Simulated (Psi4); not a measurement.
HFSi, singlet, geometry from GFN2-xTB; PBE/aug-cc-pVDZ (Psi4).

Psi4 was given this input:
```
memory 2 GB

molecule {
0 1
  Si   -0.24845443   -0.32714290    0.45770159
  H    -0.88585188   -1.16646728   -0.57945722
  F     0.48491266    0.63849643   -0.64759612
}

set basis aug-cc-pvdz
set diis_max_vecs 3

energy('pbe')
print_variables()
```

It wrote (shortened):

```
   => Loading Basis Set <=

    Name: AUG-CC-PVDZ
    Role: ORBITAL
    Keyword: BASIS

         ---------------------------------------------------------
                                   SCF
               by Justin Turney, Rob Parrish, Andy Simmonett
                          and Daniel G. A. Smith
                              RKS Reference
         ---------------------------------------------------------

  ==> Geometry <==

    Molecular point group: cs
    Full point group: Cs

    Geometry (in Angstrom), charge = 0, multiplicity = 1:

       Center              X                  Y                   Z               Mass
    ------------   -----------------  -----------------  -----------------  -----------------
         SI           0.457961159564    -0.459414689328     0.000000000000    27.976926534650
         H            1.511878103103     0.577744120792     0.000000000000     1.007825032230
         F           -0.754592593495     0.645883020800     0.000000000000    18.998403162730

  Running in cs symmetry.

  Rotational constants: A =      7.98829  B =      0.54300  C =      0.50844 [cm^-1]
  Rotational constants: A = 239482.79307  B =  16278.63803  C =  15242.53945 [MHz]
  Nuclear repulsion =   47.749039598671324

  Charge       = 0
  Multiplicity = 1
  Electrons    = 24
  Nalpha       = 12
  Nbeta        = 12

  ==> Algorithm <==

  SCF Algorithm Type is DF.
  DIIS enabled.
  MOM disabled.
  Fractional occupation disabled.
  Guess Type is SAD.
  Energy threshold   = 1.00e-06
  Density threshold  = 1.00e-06
  Integral threshold = 1.00e-12

  ==> Primary Basis <==

  Basis Set: AUG-CC-PVDZ
    Blend: AUG-CC-PVDZ
    Number of shells: 25
    Number of basis functions: 59
    Number of Cartesian functions: 63
    Spherical Harmonics?: true
    Max angular momentum: 2

  ==> DFT Potential <==

   => LibXC <=

    Version 7.1.2
    S. Lehtola, C. Steigemann, M. J. T. Oliveira, and M. A. L. Marques,  SoftwareX 7, 1–5 (2018) (10.1016/j.softx.2017.11.002)

   => Composite Functional: PBE <=

    PBE GGA Exchange-Correlation Functional

    J.P. Perdew et. al., Phys. Rev. Lett., 77(18), 3865-3868, 1996

    Deriv               =              1
    GGA                 =           TRUE
    Meta                =          FALSE

    Exchange Hybrid     =          FALSE
    MP2 Hybrid          =          FALSE

   => Exchange Functionals <=

    1.0000     XC_GGA_X_PBE

   => Correlation Functionals <=

    1.0000     XC_GGA_C_PBE

   => LibXC Density Thresholds  <==

    XC_GGA_C_PBE:  1.00E-12
    XC_GGA_X_PBE:  1.00E-15

   => Molecular Quadrature <=

    Radial Scheme          =       TREUTLER
    Pruning Scheme         =           NONE
    Nuclear Scheme         =       TREUTLER

    Blocking Scheme        =         OCTREE
    BS radius alpha        =              1
    Pruning alpha          =              1
    Radial Points          =             75
    Spherical Points       =            302
    Total Points           =          66567
    Total Blocks           =            564
    Max Points             =            255
    Max Functions          =             59
    Weights Tolerance      =       1.00E-15

   => Loading Basis Set <=

    Name: (AUG-CC-PVDZ AUX)
    Role: JKFIT
    Keyword: DF_BASIS_SCF

  ==> Integral Setup <==

  SCF_SUBTYPE=INCORE selected. In-core MEM_DF algorithm will be used.
  Using in-core AOs.

  ==> MemDFJK: Density-Fitted J/K Matrices <==

    J tasked:                   Yes
    K tasked:                    No
    wK tasked:                   No
    Algorithm:                 Core
    Schwarz Cutoff:           1E-12
    Mask sparsity (%):       0.0000
    Fitting Condition:        1E-10

   => Auxiliary Basis Set <=

  Basis Set: (AUG-CC-PVDZ AUX)
    Blend: AUG-CC-PVDZ-JKFIT
    Number of shells: 80
    Number of basis functions: 246
    Number of Cartesian functions: 286
    Spherical Harmonics?: true
    Max angular momentum: 3

  Minimum eigenvalue in the overlap matrix is 1.0782459696E-03.
  Reciprocal condition number of the overlap matrix is 2.0641995949E-04.
    Using symmetric orthogonalization.

  ==> Pre-Iterations <==

  SCF Guess: Superposition of Atomic Densities via on-the-fly atomic UHF (no occupation information).

   -------------------------
    Irrep   Nso     Nmo
   -------------------------
     A'        42      42
     A"        17      17
   -------------------------
    Total      59      59
   -------------------------

  ==> Iterations <==

                           Total Energy        Delta E     RMS |[F,P]|

   @DF-RKS iter SAD:  -389.30822073193508   -3.89308e+02   0.00000e+00
   @DF-RKS iter   1:  -389.61376414361075   -3.05543e-01   9.56523e-03 DIIS/ADIIS
   @DF-RKS iter   2:  -389.19059362456824    4.23171e-01   2.60596e-02 DIIS/ADIIS
   @DF-RKS iter   3:  -389.68614221342892   -4.95549e-01   1.71245e-03 DIIS/ADIIS
   @DF-RKS iter   4:  -389.69068991200999   -4.54770e-03   5.83295e-04 DIIS/ADIIS
   @DF-RKS iter   5:  -389.69105602957694   -3.66118e-04   1.18001e-04 DIIS/ADIIS
   @DF-RKS iter   6:  -389.69105342515269    2.60442e-06   1.69544e-04 DIIS/ADIIS
   @DF-RKS iter   7:  -389.69108259734998   -2.91722e-05   1.43962e-05 DIIS
   @DF-RKS iter   8:  -389.69108260141491   -4.06493e-09   1.58544e-05 DIIS
   @DF-RKS iter   9:  -389.69108283844974   -2.37035e-07   8.06077e-06 DIIS
   @DF-RKS iter  10:  -389.69108291278116   -7.43314e-08   1.21476e-06 DIIS
   @DF-RKS iter  11:  -389.69108291418530   -1.40415e-09   9.04151e-07 DIIS
  Energy and wave function converged.

  ==> Post-Iterations <==

   Electrons on quadrature grid:
      Ntotal   =   24.0000029284 ; deviation = 2.928e-06

    Orbital Energies [Eh]
    ---------------------

    Doubly Occupied:

       1Ap   -65.489856     2Ap   -24.286020     3Ap    -5.113385
       1App   -3.530623     4Ap    -3.525673     5Ap    -3.518511
       6Ap    -1.091400     7Ap    -0.493023     8Ap    -0.394770
       2App   -0.387590     9Ap    -0.358212    10Ap    -0.219058

    Virtual:

       3App   -0.134952    11Ap    -0.042330    12Ap    -0.001425
      13Ap     0.024056     4App    0.034646    14Ap     0.044492
      15Ap     0.058379     5App    0.092675    16Ap     0.096989
      17Ap     0.129309    18Ap     0.135365     6App    0.139334
      19Ap     0.218586     7App    0.221571    20Ap     0.235908
      21Ap     0.256078    22Ap     0.263810     8App    0.329465
      23Ap     0.335647     9App    0.365600    24Ap     0.368461
      25Ap     0.390846    26Ap     0.462662    10App    0.482988
      11App    0.499303    27Ap     0.516135    28Ap     0.584265
      29Ap     0.696143    30Ap     0.744614    31Ap     0.923985
      12App    1.078830    32Ap     1.153101    13App    1.247195
      33Ap     1.265707    34Ap     1.289221    14App    1.367914
      35Ap     1.395227    15App    1.616191    36Ap     1.660092
      37Ap     1.798190    38Ap     1.892661    39Ap     2.512687
      16App    4.295702    40Ap     4.322386    17App    4.395738
      41Ap     4.422800    42Ap     4.509447

    Final Occupation by Irrep:
             Ap   App
    DOCC [    10,    2 ]
    NA   [    10,    2 ]
    NB   [    10,    2 ]

  @DF-RKS Final Energy:  -389.69108291418530

   => Energetics <=

    Nuclear Repulsion Energy =             47.7490395986713239
    One-Electron Energy =                -635.7292363248426454
    Two-Electron Energy =                 229.7331477674913458
    DFT Exchange-Correlation Energy =     -31.4440339555052901
    Empirical Dispersion Energy =           0.0000000000000000
    VV10 Nonlocal Energy =                  0.0000000000000000
    Total Energy =                       -389.6910829141853014

Computation Completed

Properties will be evaluated at   0.000000,   0.000000,   0.000000 [a0]

Properties computed using the SCF density matrix

 Multipole Moments:

 ------------------------------------------------------------------------------------
     Multipole            Electronic (a.u.)      Nuclear  (a.u.)        Total (a.u.)
 ------------------------------------------------------------------------------------

 L = 1.  Multiply by 2.5417464519 to convert [e a0] to [Debye]
 Dipole X            :         -1.7452253            2.1391719            0.3939466
 Dipole Y            :         -0.0994818           -0.0776948           -0.1771766
 Dipole Z            :          0.0000000            0.0000000            0.0000000
 Magnitude           :                                                    0.4319554

 ------------------------------------------------------------------------------------

  Variable Map:
  ----------------------------------------------------------------------------
  "CURRENT ENERGY"              =>    -389.691082914185
  "CURRENT REFERENCE ENERGY"    =>    -389.691082914185
  "DD SOLVATION ENERGY"         =>       0.000000000000
  "DFT FUNCTIONAL TOTAL ENERGY" =>    -389.691082914185
  "DFT TOTAL ENERGY"            =>    -389.691082914185
  "DFT VV10 ENERGY"             =>       0.000000000000
  "DFT XC ENERGY"               =>     -31.444033955505
  "GRID ELECTRONS ALPHA"        =>      12.000001464202
  "GRID ELECTRONS BETA"         =>      12.000001464202
  "GRID ELECTRONS TOTAL"        =>      24.000002928405
  "NUCLEAR REPULSION ENERGY"    =>      47.749039598671
  "ONE-ELECTRON ENERGY"         =>    -635.729236324843
  "PCM POLARIZATION ENERGY"     =>       0.000000000000
  "PE ENERGY"                   =>       0.000000000000
  "SCF ITERATION ENERGY"        =>    -389.691082914185
  "SCF ITERATIONS"              =>      11.000000000000
  "SCF TOTAL ENERGY"            =>    -389.691082914185
  "TWO-ELECTRON ENERGY"         =>     229.733147767491
  "XC GRID RADIAL POINTS"       =>      75.000000000000
  "XC GRID SPHERICAL POINTS"    =>     302.000000000000
  "XC GRID TOTAL POINTS"        =>   66567.000000000000

  Array Variable Map:
  ----------------------------------------------------------------------------
  "CURRENT DIPOLE"              =>       0.393946557995 ... 0.000000000000 1 by 3
  "SCF DIPOLE"                  =>       0.393946557995 ... 0.000000000000 1 by 3
  "SCF TOTAL ENERGIES"          =>    -389.308220731935 ... -389.691082914185 1 by 12
```
